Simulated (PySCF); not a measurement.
**F³⁺ (fluorine, charge +3): UHF calculation**

Configuration: [He] 2s2 2p2, high-spin 3P determinant. Calculation: PySCF 2.14, in aug-cc-pwCVTZ (7s6p4d2f, 59 functions); the non-relativistic Hamiltonian (point nucleus).

| Item | Value |
| --- | --- |
| Total energy | -95.317784 hartree |
| One-electron energy | -118.1531 hartree |
| Hartree (Coulomb) energy | 31.2982 hartree |
| Exchange energy | -8.4629 hartree |
| Kinetic energy | 95.30676 hartree |
| ⟨S²⟩ | 2.0034 |
| ⟨L²⟩ | 2.006 |
| Sum of ⟨r⟩ | 3.749 bohr |
| Sum of ⟨r²⟩ | 3.567 bohr² |
| Traceless quadrupole moment −½Σ⟨3z² − r²⟩ along its main axis | 0.331 e·bohr² |
| Density at the nucleus (Gaussians lack the cusp) | 439 bohr⁻³ |
| Spin density at the nucleus | 0.144 bohr⁻³ |
| Langevin diamagnetic susceptibility | -2.82 ×10⁻⁶ cm³/mol |

```tsv
shell	electrons	mean orbital energy (eV)	rms radius, mean of both spins (bohr)
1s α	1	-797.75	0.203
1s β	1	-794.07	0.203
2s α	1	-108.25	0.958
2s β	1	-96.148	0.958
2p α	2	-88.062	0.907
```

Spin-orbit constants ζ (cm⁻¹) from the X2C one-electron operator on these orbitals (non-relativistic here): bare nucleus, nucleus screened by l(l+1)(2l+1)/3 electrons, and screened by the Breit-Pauli mean field of the electrons.

```
shell   bare  screened nucleus  mean field
   2p  613.3             477.0       423.5
```

To first order the Landé constant is A = 211.8 cm⁻¹, so the lowest level has J = 0 and lies 0.0525 eV below the centre of the term. This holds in LS coupling only.
